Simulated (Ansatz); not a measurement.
Isolated molecules relaxed with PBE0-D4/def2-TZVP in Ansatz; ΔE leaves out vibrations. CCSD(T)/CBS is the MP2 limit (def2-TZVPP, def2-QZVPP) plus CCSD(T) − MP2 in def2-TZVPP, frozen cores. This one scheme is used for every species. DFT in def2-TZVPP. For Se outer-core shells are correlated without core-valence functions, which leaves a few kJ/mol of doubt a bond. Scalar relativity is left out up to krypton. One conformer a species, not always the lowest.

Consider the ligand exchange at the Si–N bond: `N[SiH2][SeH]` + H–F → `F[SiH2][SeH]` + NH₃.

`N[SiH2][SeH]`:

Z-matrix (Å, degrees):
```
Si
Se 1 2.293
N 1 1.711 2 117.9
H 1 1.482 2 101.7 3 -119.9
H 1 1.482 2 109.2 3 121.1
H 2 1.469 1 93.5 3 -67.4
H 3 1.008 1 119.2 2 85.2
H 3 1.008 1 120.2 2 -57.6
```

H–F:

Cartesian coordinates in Å:
```
F -0.143 -0.409 -0.155
H 0.143 0.409 0.155
```

`F[SiH2][SeH]`:

Cartesian coordinates in Å:
```
F -1.327 1.138 0.450
Si 0.117 0.479 0.272
Se 0.012 -1.766 0.052
H 0.722 1.095 -0.928
H 0.893 0.732 1.505
H -0.418 -1.678 -1.351
```

NH₃:

Z-matrix (Å, degrees):
```
N
H 1 1.013
H 1 1.013 2 107.1
H 1 1.013 2 107.1 3 -114.5
```

```json
{"level": "B2PLYP", "ΔE (eV)": "-0.88"}
{"level": "PBE-QIDH", "ΔE (eV)": "-0.80"}
{"level": "revPBE", "ΔE (eV)": "-0.85"}
{"level": "HF/def2-SVP", "ΔE (eV)": "-0.86"}
```

Q: What does CCSD(T)/CBS give? (An estimate is asked.)

A: Ansatz gave: -0.82 eV. The listed levels differ from it by -0.06, 0.02, -0.03, -0.04 eV.

Largest T1 diagnostic among the species: 0.010.

Leaving LDA and LC-ωPBE aside and taking each functional with its dispersion term where it has one, the values, not all of them listed here, spread over 0.17 eV, from B97M-V to revPBE-D4. LDA lies +0.07 eV from PBE without D4. In def2-TZVPP, CCSD(T) changes the Hartree–Fock value by +0.13 eV (the triples alone add +0.02 eV) and MP2 by +0.16 eV.
